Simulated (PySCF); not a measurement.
C₃H₇FSi₂.
Numbering: `[CH:1]#[C:2][SiH2:3][CH2:4][SiH2:5][F:6]` (hydrogens: H7 on C1; H8, H9 on Si3; H10, H11 on C4; H12, H13 on Si5)

The same species was optimised twice, with GFN2-xTB and with PBE0-D3(BJ)/def2-SVP (PySCF), and the same property calculations (PySCF, gas phase) were run on both structures.

```tsv
coordinate	GFN2-xTB	PBE0-D3(BJ)/def2-SVP	change
Si3–C4 (Å)	1.908	1.880	-0.028
C4–Si5 (Å)	1.890	1.864	-0.026
Si5–F6 (Å)	1.614	1.630	+0.016
C1≡C2 (Å)	1.202	1.217	+0.015
C2–Si3 (Å)	1.852	1.837	-0.015
C4–Si5–F6 (°)	107.2	108.3	+1.1
C2–Si3–C4 (°)	107.8	108.9	+1.1
Si3–C4–Si5 (°)	115.1	116.1	+1.0
C1–C2–Si3 (°)	179.5	178.7	-0.8
C2–Si3–C4–Si5 (°)	-64	-58	+6
Si3–C4–Si5–F6 (°)	-56	-56	0
```

Rotational constants: A = 3469, B = 1232, C = 1099 MHz (GFN2-xTB) against A = 3333, B = 1283, C = 1126 MHz (PBE0-D3(BJ)/def2-SVP). Point groups within 0.08 Å: C1 and C1.

On the GFN2-xTB structure: HOMO (eV) -8.27 [PBE0/pcSseg-1]; LUMO (eV) -0.09 [PBE0/pcSseg-1]; dipole (D) 2.02 [PBE0/pcSseg-1]; GIAO shielding of C1 (ppm) 81.4 [PBE0/pcSseg-1]; GIAO shielding of C2 (ppm) 100.7 [PBE0/pcSseg-1]; GIAO shielding of Si3 (ppm) 419.3 [PBE0/pcSseg-1]; GIAO shielding of C4 (ppm) 188.4 [PBE0/pcSseg-1]; GIAO shielding of Si5 (ppm) 342.5 [PBE0/pcSseg-1]; GIAO shielding of F6 (ppm) 397.5 [PBE0/pcSseg-1].

Task: What do these properties become on the PBE0-D3(BJ)/def2-SVP structure?

Result: 
```csv
property,level,on GFN2-xTB,on PBE0-D3(BJ)/def2-SVP,change
HOMO (eV),PBE0/pcSseg-1,-8.27,-8.25,+0.02
LUMO (eV),PBE0/pcSseg-1,-0.09,-0.18,-0.09
dipole (D),PBE0/pcSseg-1,2.02,2.00,-0.02
"energy, GFN2-xTB geometry as zero (kcal/mol)",PBE0/pcSseg-1,0.0,-1.8,-1.8
GIAO shielding of C1 (ppm),PBE0/pcSseg-1,81.4,77.7,-3.7
GIAO shielding of C2 (ppm),PBE0/pcSseg-1,100.7,100.0,-0.7
GIAO shielding of Si3 (ppm),PBE0/pcSseg-1,419.3,419.4,+0.1
GIAO shielding of C4 (ppm),PBE0/pcSseg-1,188.4,188.0,-0.4
GIAO shielding of Si5 (ppm),PBE0/pcSseg-1,342.5,344.8,+2.3
GIAO shielding of F6 (ppm),PBE0/pcSseg-1,397.5,394.4,-3.1
```

The heavy atoms differ by 0.076 Å rms after alignment. Among bonds between heavy atoms Si3–C4 changes most (-0.028 Å). Changes are differences of the printed values. Neither structure is proved a minimum here.

The values belong to the conformer `[CH:1]#[C:2][SiH2:3][CH2:4][SiH2:5][F:6]`: C2–Si3–C4–Si5 -58°, Si3–C4–Si5–F6 -56°.
